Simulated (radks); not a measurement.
Values are calculated unless marked as measured or tabulated.
Mean orbital radii <r> (bohr) of the potassium ion K3+, [Ne] 3s2 3p4, of relativity; Dirac values are averaged over j with weights 2j + 1. Spin-unpolarised spherical Kohn-Sham, PBE, point nucleus unless stated (finite: rms radius 3.4349 fm), a radial shooting solver on a logarithmic mesh with Libxc functionals. A level marked "c x" has the speed of light scaled by that factor and shares open shells by 2j + 1; other Dirac levels either fill j = l - 1/2 first or share by 2j + 1.

| shell | non-rel. |
|---|---|
| 1s | 0.08155 |
| 2s | 0.3895 |
| 2p | 0.3506 |
| 3s | 1.207 |
| 3p | 1.295 |

Give the values at the level "Dirac, 2j+1 shares".

Answer. 
shell  Dirac, 2j+1 shares  change of magnitude (%)
1s                0.08104                    -0.62
2s                 0.3870                    -0.64
2p                 0.3498                    -0.24
3s                  1.201                    -0.45
3p                  1.294                    -0.10
